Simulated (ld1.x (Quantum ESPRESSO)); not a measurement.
# carbon RRKJ: all-electron and pseudo phase curves

ld1.x (Quantum ESPRESSO) 7.5 input, shortened:

```
&input
   title='C', zed=6., rel=1, dft='BP', iswitch=3,
   config='[He] 2s2 2p2 3d-2'
 /
 &inputp
   pseudotype=2, tm=.false., rho0=0.02, lloc=0,
   nlcc=.true., new_core_ps=.true., rcore=0.70
 /
3
2P  2  1   2.00   0.00  2.30  2.30  0.0
3D  3  2  -2.00   0.30  2.20  2.20  0.0
2S  1  0   2.00   0.00  1.10  1.10  0.0
 &test
   configts(1)='2s2 2p2'
 /
```

The phase is arctan(r·u′/u) with u = r·R(r), unwrapped; energies in Ry, scanned from -3 to 5 Ry. A pole is an energy at which the radial function vanishes at the test radius. The pseudo phase is shifted by a multiple of π to meet the all-electron one at the reference energy, and phase errors are pseudo minus all-electron; the curves can meet again beyond the range given. Levels narrower than the energy grid can be missing from the lists of poles.

Question: For each channel, where are the poles, and over which energies does the pseudopotential scatter like the atom?

Answer:

```json
{"channel": "s", "radius (bohr)": "2.50", "reference energy (Ry)": "-1.02", "poles, all-electron": "-0.59", "poles, pseudo": "-0.59", "unbroken range about the reference energy with phases within 0.05 rad": "the whole range", "phase error 1 Ry above the reference energy (rad)": "-0.001"}
{"channel": "p", "radius (bohr)": "2.50", "reference energy (Ry)": "-0.40", "poles, all-electron": "0.08", "poles, pseudo": "0.09", "unbroken range about the reference energy with phases within 0.05 rad": "below 1.3", "phase error 1 Ry above the reference energy (rad)": "+0.012"}
{"channel": "d", "radius (bohr)": "2.50", "reference energy (Ry)": "0.30", "poles, all-electron": "3.42", "poles, pseudo": "3.46", "unbroken range about the reference energy with phases within 0.05 rad": "the whole range", "phase error 1 Ry above the reference energy (rad)": "+0.003"}
```

Phases in the d channel:

```json
{"E (Ry)": "-3.00", "all-electron": "1.359", "pseudo": "1.359"}
{"E (Ry)": "-2.52", "all-electron": "1.343", "pseudo": "1.343"}
{"E (Ry)": "-2.04", "all-electron": "1.324", "pseudo": "1.324"}
{"E (Ry)": "-1.56", "all-electron": "1.299", "pseudo": "1.299"}
{"E (Ry)": "-1.08", "all-electron": "1.266", "pseudo": "1.266"}
{"E (Ry)": "-0.60", "all-electron": "1.218", "pseudo": "1.218"}
{"E (Ry)": "-0.12", "all-electron": "1.144", "pseudo": "1.144"}
{"E (Ry)": "0.36", "all-electron": "1.008", "pseudo": "1.008"}
{"E (Ry)": "0.84", "all-electron": "0.700", "pseudo": "0.700"}
{"E (Ry)": "1.32", "all-electron": "-0.116", "pseudo": "-0.113"}
{"E (Ry)": "1.80", "all-electron": "-0.973", "pseudo": "-0.969"}
{"E (Ry)": "2.28", "all-electron": "-1.307", "pseudo": "-1.303"}
{"E (Ry)": "2.76", "all-electron": "-1.456", "pseudo": "-1.452"}
{"E (Ry)": "3.24", "all-electron": "-1.545", "pseudo": "-1.540"}
{"E (Ry)": "3.72", "all-electron": "-1.611", "pseudo": "-1.604"}
{"E (Ry)": "4.20", "all-electron": "-1.672", "pseudo": "-1.660"}
{"E (Ry)": "4.68", "all-electron": "-1.739", "pseudo": "-1.719"}
```
